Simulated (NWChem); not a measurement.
# GeSi2H8; SMILES [SiH3][GeH2][SiH3]

Computed with NWChem. Coordinates come from a PBE0/def2-SVP optimisation. Ions are spin-unrestricted doublets at the neutral geometry; other ion states weren't tried.

**Question.** Among these, which level gives the highest value of “−ε(HOMO) (eV)”?
A) r2SCAN/def2-SVP
B) M06-2X/def2-SVP
C) B3LYP/def2-SVP
D) PBE/def2-SVP

**Answer.** B, M06-2X/def2-SVP. Values: PBE/def2-SVP 6.89; r2SCAN/def2-SVP 7.19; B3LYP/def2-SVP 7.72; M06-2X/def2-SVP 8.91
